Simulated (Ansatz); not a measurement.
Geometry optimisation, RKS r2SCAN/def2-SVP in Ansatz.

Input:

```yaml
crystal:
  periodic: [false, false, false]
  atoms:
    - { symbol: O, position_ang: [-0.126, -2.0169, 0.7196] }
    - { symbol: C, position_ang: [-0.0925, -1.0747, -0.1115] }
    - { symbol: B, position_ang: [0.2111, 0.3829, 0.3418] }
    - { symbol: O, position_ang: [0.4272, 1.4681, -0.6292] }
    - { symbol: H, position_ang: [-0.2422, -1.2888, -1.1809] }
    - { symbol: H, position_ang: [0.4185, 0.6272, 1.5004] }
    - { symbol: H, position_ang: [1.43795, 1.34682, -0.79156] }
basis:
  gaussian: { orbitals: def2-SVP }
hamiltonian:
  xc: r2scan
relax:
  f_tol: 0.015
  max_steps: 40
```

Command:

```bash
$ ansatz run input.yaml --threads 1 --pin off --max-ram 2048MiB --backend cpu --events-out ev --progress --plain --runs-dir out
```

Q: Where does it end, and by what steps?

A: The forces met the threshold. The force dipped under the threshold on the way, but the program's further checks kept it going. After 11 steps the energy has fallen by 1.187 eV; H7 moved furthest, 0.76 Å.

```json
{"step": "0", "energy less start (eV)": "0.0000", "largest force component (eV/Å)": "3.068", "accepted": "yes"}
{"step": "1", "energy less start (eV)": "-0.2648", "largest force component (eV/Å)": "2.539", "accepted": "yes"}
{"step": "2", "energy less start (eV)": "-0.5607", "largest force component (eV/Å)": "1.709", "accepted": "yes"}
{"step": "3", "energy less start (eV)": "-0.8287", "largest force component (eV/Å)": "2.486", "accepted": "yes"}
{"step": "4", "energy less start (eV)": "-1.1346", "largest force component (eV/Å)": "0.692", "accepted": "yes"}
{"step": "5", "energy less start (eV)": "-1.1761", "largest force component (eV/Å)": "0.468", "accepted": "yes"}
{"step": "6", "energy less start (eV)": "-1.1861", "largest force component (eV/Å)": "0.130", "accepted": "yes"}
{"step": "7", "energy less start (eV)": "-1.1866", "largest force component (eV/Å)": "0.065", "accepted": "yes"}
{"step": "8", "energy less start (eV)": "-1.1868", "largest force component (eV/Å)": "0.004", "accepted": "yes"}
{"step": "9", "energy less start (eV)": "-1.1868", "largest force component (eV/Å)": "0.021", "accepted": "yes"}
{"step": "10", "energy less start (eV)": "-1.1868", "largest force component (eV/Å)": "0.030", "accepted": "no"}
{"step": "11", "energy less start (eV)": "-1.1868", "largest force component (eV/Å)": "0.001", "accepted": "yes"}
```

```xyz
7
Properties=species:S:1:pos:R:3
O -0.417 -1.979 0.755
C -0.140 -1.154 -0.094
B 0.452 0.292 0.269
O 0.720 1.096 -0.779
H -0.298 -1.398 -1.188
H 0.642 0.629 1.415
H 1.076 1.959 -0.530
```

Whether the end is a true minimum wasn't checked by a vibrational analysis.

The run took 31 s on 1 thread of Intel(R) Xeon(R) Processor @ 2.70GHz, with other jobs on the host, peak memory 0.14 GiB.
